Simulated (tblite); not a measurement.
C5H10GaNSSi.
Bonds: Si1–S2, S2–Ga3, Ga3–N4, N4–C5 (aromatic), C5–C6 (aromatic), C6–C7 (aromatic), C7–C8 (aromatic), C8–C9 (aromatic), N4–C9 (aromatic). Hydrogens: H10, H11, H12 on Si1; H13, H14 on Ga3; H15 on C5; H16 on C6; H17 on C7; H18 on C8; H19 on C9.
Bond orders are those of one Lewis drawing.

Computed with GFN2-xTB (tblite), gas phase: L-BFGS steps from a force-field or distance-geometry start until the largest atomic force falls under 0.01 eV/Å.

Step 5: E = -679.3162 eV
```
atom  x, y, z in Å  |  force x, y, z in eV/Å
Si1     4.3422    0.7481   -0.2323   -0.012  -0.116   0.009
S2      2.3105    1.4481   -0.1159    0.055   0.272   0.012
Ga3     1.3760   -0.5606   -0.1863   -0.173   0.064  -0.113
N4     -0.7487   -0.2260    0.0005    0.008  -0.063  -0.066
C5     -1.2555    0.8815    0.5330    0.184  -0.075  -0.001
C6     -2.6158    1.0737    0.6932    0.044   0.065  -0.014
C7     -3.4752    0.0742    0.2721   -0.039   0.047   0.021
C8     -2.9512   -1.0834   -0.2768   -0.040  -0.067  -0.023
C9     -1.5806   -1.1899   -0.3903    0.211   0.077   0.027
H10     4.5374   -0.2737    0.7972    0.031  -0.047   0.038
H11     5.2237    1.8899    0.0013   -0.250   0.019  -0.008
H12     4.5748    0.1736   -1.5576   -0.011  -0.006  -0.038
H13     1.4352   -1.3571   -1.5143   -0.086  -0.013  -0.104
H14     1.5803   -1.4345    1.0512   -0.008  -0.193   0.282
H15    -0.5237    1.6168    0.8356    0.076   0.148   0.025
H16    -2.9933    1.9876    1.1274    0.046  -0.044  -0.014
H17    -4.5368    0.1940    0.3690   -0.255   0.032   0.037
H18    -3.5964   -1.8840   -0.6095    0.070   0.044   0.017
H19    -1.1128   -2.0689   -0.8050    0.149  -0.145  -0.088
```

Step 6: E = -679.3276 eV
```
atom  x, y, z in Å  |  force x, y, z in eV/Å
Si1     4.3406    0.7467   -0.2320   -0.117  -0.269  -0.001
S2      2.3121    1.4594   -0.1156    0.054   0.164   0.008
Ga3     1.3854   -0.5591   -0.1895   -0.178   0.039   0.006
N4     -0.7435   -0.2262   -0.0012   -0.049  -0.040  -0.044
C5     -1.2518    0.8797    0.5325    0.024  -0.047  -0.002
C6     -2.6156    1.0733    0.6921    0.151   0.041  -0.013
C7     -3.4792    0.0761    0.2737   -0.013  -0.052  -0.035
C8     -2.9526   -1.0830   -0.2765    0.109  -0.032  -0.010
C9     -1.5768   -1.1887   -0.3902    0.023   0.024   0.007
H10     4.5399   -0.2770    0.8012    0.012   0.001  -0.020
H11     5.2093    1.8866   -0.0001   -0.123   0.152   0.022
H12     4.5752    0.1740   -1.5604   -0.022   0.000   0.002
H13     1.4289   -1.3573   -1.5182   -0.066  -0.008  -0.091
H14     1.5770   -1.4412    1.0609   -0.010  -0.105   0.152
H15    -0.5222    1.6163    0.8339    0.090   0.167   0.037
H16    -2.9902    1.9877    1.1274    0.049  -0.037  -0.014
H17    -4.5442    0.1959    0.3702   -0.130   0.023   0.029
H18    -3.5965   -1.8861   -0.6103    0.105   0.086   0.036
H19    -1.1055   -2.0679   -0.8055    0.092  -0.107  -0.069
```

Step 7: E = -679.3360 eV
```
atom  x, y, z in Å  |  force x, y, z in eV/Å
Si1     4.3380    0.7415   -0.2318   -0.144  -0.238  -0.001
S2      2.3142    1.4701   -0.1152    0.029   0.034   0.003
Ga3     1.3845   -0.5569   -0.1918   -0.122   0.026   0.106
N4     -0.7396   -0.2267   -0.0030   -0.086  -0.032  -0.024
C5     -1.2482    0.8783    0.5327    0.034   0.018  -0.003
C6     -2.6122    1.0732    0.6907    0.042  -0.010  -0.009
C7     -3.4821    0.0767    0.2742    0.043  -0.032  -0.032
C8     -2.9508   -1.0821   -0.2759    0.068  -0.037  -0.010
C9     -1.5738   -1.1891   -0.3907    0.028  -0.016  -0.018
H10     4.5416   -0.2795    0.8035    0.002   0.004  -0.032
H11     5.1973    1.8873   -0.0006   -0.087   0.161   0.026
H12     4.5749    0.1740   -1.5624   -0.028  -0.007   0.012
H13     1.4239   -1.3577   -1.5227   -0.056   0.006  -0.061
H14     1.5753   -1.4480    1.0708   -0.021  -0.016   0.022
H15    -0.5194    1.6200    0.8338    0.039   0.091   0.012
H16    -2.9877    1.9871    1.1272    0.067  -0.040  -0.020
H17    -4.5516    0.1974    0.3716    0.043   0.005   0.012
H18    -3.5949   -1.8863   -0.6104    0.128   0.105   0.046
H19    -1.0991   -2.0701   -0.8076    0.022  -0.019  -0.026
```

Problem. Estimate the geometry and energy of step 8. (The exact step hangs on the optimiser's Hessian estimate; all steps are aligned on step 7, rigid shifts and turns removed.)

Solution. E = -679.3406 eV, largest force 0.148 eV/Å
```
atom  x, y, z in Å  |  force x, y, z in eV/Å
Si1     4.3346    0.7350   -0.2317   -0.094  -0.097   0.002
S2      2.3160    1.4766   -0.1149   -0.007  -0.054   0.002
Ga3     1.3793   -0.5548   -0.1914   -0.065   0.017   0.132
N4     -0.7385   -0.2275   -0.0045   -0.036   0.019   0.006
C5     -1.2448    0.8784    0.5330   -0.012   0.027  -0.017
C6     -2.6098    1.0728    0.6895    0.018  -0.037  -0.008
C7     -3.4830    0.0770    0.2740    0.093  -0.039  -0.034
C8     -2.9485   -1.0821   -0.2757    0.067   0.026   0.015
C9     -1.5711   -1.1904   -0.3916   -0.016  -0.028  -0.025
H10     4.5425   -0.2811    0.8044   -0.001  -0.023  -0.012
H11     5.1889    1.8905   -0.0004   -0.122   0.081   0.012
H12     4.5741    0.1736   -1.5633   -0.030  -0.021   0.003
H13     1.4204   -1.3578   -1.5264   -0.054   0.027  -0.019
H14     1.5743   -1.4524    1.0771   -0.031   0.033  -0.050
H15    -0.5172    1.6241    0.8341    0.008   0.026  -0.011
H16    -2.9852    1.9860    1.1268    0.065  -0.023  -0.015
H17    -4.5549    0.1982    0.3726    0.135  -0.007   0.000
H18    -3.5916   -1.8845   -0.6096    0.087   0.047   0.024
H19    -1.0953   -2.0723   -0.8095   -0.006   0.026  -0.005
```

The energy changes by -0.0046 eV. The first-order estimate −F·Δx gives -0.0067 eV and the mean of the old and new forces, exact on a quadratic surface, -0.0046 eV. The step makes an angle of 46° with the force vector and moves no atom by more than 0.009 Å.

What follows is the cost of the whole relaxation. Time: 2.0 s of wall time. Hardware: Arm Neoverse N1, one thread, on a shared host.
